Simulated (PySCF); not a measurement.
## Ionisation energy of Hf²⁺ by level of theory

Hf²⁺ [Xe] 4f14 5d2 (3F) → Hf³⁺ [Xe] 4f14 5d1 (2D), as a difference of total energies. Calculation: PySCF 2.14, in aug-cc-pwCVDZ-PP with ECP60MDF (6s6p5d3f, 70 functions); a scalar-relativistic core potential. Correlated levels: valence: 5s2 5p6 frozen. The calculations carry no spin-orbit coupling.

| method | ionisation energy (eV) |
| --- | --- |
| UHF | 21.524 |
| MP2 (valence) | 21.610 |
| SCS-MP2 (valence) | 21.553 |
| CCSD (valence) | 21.640 |

Question: How much does correlation contribute at MP2 (valence)?

Answer: 21.610 − (21.524) = 0.086 eV, measured against UHF.

The reference lies between the lowest fine-structure levels, while these numbers refer to the centres of the terms.

Errors of the correlated levels include the incompleteness of this basis and the frozen core.

With two correlated electrons CCSD is exact in that space.

For comparison: 22.55 ± 0.04 eV (theoretical estimate listed by NIST; NIST Atomic Spectra Database, ionization energies).
